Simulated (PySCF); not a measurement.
Computed with PBE-D3(BJ)/def2-TZVP // CAM-B3LYP-D3(BJ)/def2-TZVP in PySCF. All species are isolated molecules in the gas phase. One relaxed conformer stands for a flexible species; it need not be the lowest. Excitations are Tamm–Dancoff values on a coarser integration grid. The basis has no diffuse functions, so Rydberg states are missing or too high.

Reference species (SMILES): `Cl/C=C(\[SiH3])C` (neutral, multiplicity 1).

* **S1 oscillator strength**: 0.193
* **S1 excitation (TDA)**: 5.97 eV
* **T1 excitation (TDA)**: 3.95 eV

Changed species: `[SiH3]CC(=C)Cl` (Cl–C–C–Si torsion 74°).

Give the shifts of the S1 oscillator strength, S1 excitation (TDA) and T1 excitation (TDA).

the S1 oscillator strength falls by 0.163, to 0.030; the S1 excitation (TDA) drops by 0.03 eV, to 5.94 eV; the T1 excitation (TDA) rises by 0.21 eV, to 4.16 eV.
